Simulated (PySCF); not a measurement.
**Bond length, frequency and bond energy of IF by level of theory**

State: ¹Σ⁺ (singlet), closed shell. Set-up: I def2-TZVPP with ECP28, F def2-TZVPP; scalar-relativistic core potentials (PySCF 2.14). De refers to I + F in their high-spin ground configurations, without counterpoise correction. A positive dipole means I(−)F(+).

```json
{"Level": "RHF", "Re (Å)": "1.868", "ωe (cm⁻¹)": "700", "De (eV)": "0.80", "μ (D)": "-2.14"}
{"Level": "RHF-MP2", "Re (Å)": "1.907", "ωe (cm⁻¹)": "633", "De (eV)": "2.98", "μ (D)": "n/a"}
{"Level": "RHF-SCS-MP2", "Re (Å)": "1.911", "ωe (cm⁻¹)": "624", "De (eV)": "2.84", "μ (D)": "n/a"}
{"Level": "RHF-CCSD", "Re (Å)": "1.900", "ωe (cm⁻¹)": "641", "De (eV)": "2.54", "μ (D)": "n/a"}
{"Level": "RHF-CCSD(T)", "Re (Å)": "1.911", "ωe (cm⁻¹)": "619", "De (eV)": "2.73", "μ (D)": "n/a"}
{"Level": "PBE", "Re (Å)": "1.937", "ωe (cm⁻¹)": "591", "De (eV)": "3.33", "μ (D)": "-1.87"}
{"Level": "PBEsol", "Re (Å)": "1.921", "ωe (cm⁻¹)": "611", "De (eV)": "3.64", "μ (D)": "-1.81"}
{"Level": "revPBE", "Re (Å)": "1.945", "ωe (cm⁻¹)": "581", "De (eV)": "3.07", "μ (D)": "-1.87"}
{"Level": "r²SCAN", "Re (Å)": "1.916", "ωe (cm⁻¹)": "617", "De (eV)": "2.95", "μ (D)": "-1.84"}
{"Level": "PBE0", "Re (Å)": "1.904", "ωe (cm⁻¹)": "636", "De (eV)": "2.86", "μ (D)": "-1.91"}
{"Level": "B97-3", "Re (Å)": "1.911", "ωe (cm⁻¹)": "627", "De (eV)": "2.84", "μ (D)": "-1.99"}
{"Level": "M06", "Re (Å)": "1.905", "ωe (cm⁻¹)": "627", "De (eV)": "3.13", "μ (D)": "-2.07"}
{"Level": "ωB97X", "Re (Å)": "1.908", "ωe (cm⁻¹)": "639", "De (eV)": "2.92", "μ (D)": "-2.06"}
```

What are the measured Re and ωe, and which levels come closest?

Re = 1.909759 Å and ωe = 610.24 cm⁻¹ (Huber and Herzberg, Constants of Diatomic Molecules (1979)). Closest are RHF-CCSD(T) for the length (off by 0.001 Å) and PBEsol for the frequency (off by 0.1 %).

```csv
Level,error in Re (pm),error in ωe (%)
RHF,-4.2,14.6
RHF-MP2,-0.3,3.8
RHF-SCS-MP2,0.1,2.2
RHF-CCSD,-1.0,5.0
RHF-CCSD(T),0.1,1.5
PBE,2.7,-3.2
PBEsol,1.1,0.1
revPBE,3.5,-4.8
r²SCAN,0.6,1.2
PBE0,-0.6,4.3
B97-3,0.1,2.7
M06,-0.5,2.8
ωB97X,-0.2,4.7
```

Correlated steps freeze 5 core orbitals. These are scalar-relativistic numbers at best; spin–orbit coupling would shift them, the dissociation energy most. Where the molecule has an RHF reference, its open-shell atoms are computed with UHF.
